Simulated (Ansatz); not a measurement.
```yaml
crystal:
  periodic: [false, false, false]
  atoms:
    - {symbol: B, position_ang: [0.843109, 1.606682, 0.655768]}
    - {symbol: B, position_ang: [-0.392250, 1.038565, 1.317726]}
    - {symbol: C, position_ang: [-1.109577, -0.296290, 1.222092]}
    - {symbol: Si, position_ang: [0.524854, -0.394553, 0.167387]}
    - {symbol: C, position_ang: [0.195071, -0.855975, -1.612835]}
    - {symbol: H, position_ang: [-0.444526, 1.848177, 0.233532]}
    - {symbol: H, position_ang: [1.629793, 2.441583, 0.376618]}
    - {symbol: H, position_ang: [-1.102715, -0.921298, 2.111567]}
    - {symbol: H, position_ang: [-2.027942, -0.401241, 0.649812]}
    - {symbol: H, position_ang: [1.525127, -1.263221, 0.832283]}
    - {symbol: H, position_ang: [-0.099451, -1.904552, -1.697763]}
    - {symbol: H, position_ang: [1.086406, -0.696759, -2.223172]}
    - {symbol: H, position_ang: [-0.607499, -0.235820, -2.018414]}
basis:
  gaussian: {orbitals: ANO-RCC-VTZP, final_grid: {core_spheres: 8, valence_spheres: 7, degree: 23}}
total_charge: -2
hamiltonian: {xc: {name: HSE06}}
correlation: {method: rpa}
```

```sh
$ ansatz run in.yaml --threads 4 --pin off --events-out ev --progress --plain --max-ram 10444MiB
```

It prints (some lines left out):

```
Functional definition: HSE06
  name "HSE06"
  cite "Heyd, Scuseria & Ernzerhof, J. Chem. Phys. 118, 8207 (2003) doi:10.1063/1.1564060"
  cite "Krukau, Vydrov, Izmaylov & Scuseria, J. Chem. Phys. 125, 224106 (2006) doi:10.1063/1.2404663"
  cite "Heyd & Scuseria, J. Chem. Phys. 120, 7274 (2004) doi:10.1063/1.1668634"
  cite "Ernzerhof & Perdew, J. Chem. Phys. 109, 3313 (1998) doi:10.1063/1.476928"
  cite "Perdew, Burke & Ernzerhof, Phys. Rev. Lett. 77, 3865 (1996) doi:10.1103/PhysRevLett.77.3865"
  parent pbe
  parameter a = 0.25
  parameter omega = 0.11/bohr
  # The whole range is PBE's own exchange, as in plane waves. The composition of these papers is wPBEh.
  exchange = pbe_x - a*pbe_x_sr(omega) + a*exact_x_sr(omega)
  correlation = pbe_c
1521 factors; integrals over basis functions are off by at most 1.2e-3 eV
148 factors; integrals over basis functions are off by at most 7.8e-7 eV
mean field evaluation 1: about -11436.2369 eV, gradient 3.8e1 eV
mean field evaluation 2: about -11436.5340 eV, gradient 3.8e1 eV
mean field evaluation 4: about -11438.8134 eV, gradient 1.6e1 eV
mean field evaluation 8: about -11440.3819 eV, gradient 9.7e-1 eV
mean field evaluation 16: about -11440.4159 eV, gradient 1.2e-1 eV
mean field evaluation 32: about -11440.4161 eV, gradient 1.8e-5 eV
a density is far from that of the atoms, so the factors are made again for it
1553 factors; integrals over basis functions are off by at most 1.2e-3 eV
148 factors; integrals over basis functions are off by at most 6.6e-7 eV
mean field -11440.41578953 eV, -420.4275256728 hartree, gradient 5.4e-6 eV, S^2 0.000000; 8 other end points of the search recorded, 0 dependent functions left out; unrestricted orbitals would lower it
unrestricted determinant -11405.65039634 eV, -419.1499210380 hartree, S^2 0.9845
9 core orbitals not correlated: weight in the atoms' cores, before any rotation towards them, 1.000 or more for the frozen orbitals, at most 0.000 for the correlated occupied ones
reference -11404.22386948 eV, -419.0974971429 hartree; 14, 14 occupied and 243, 243 virtual orbitals, 1553 factors
Total energy: -11436.83253746 eV, -420.2958435883 hartree
Relativity: scalar
```

Question: Something in this input is off. What?

Answer: The charge is far from anything that the molecule holds. Self-consistency was reached. The result belongs to that input, not to the molecule as meant.

HSE06 is defined as in plane-wave codes.
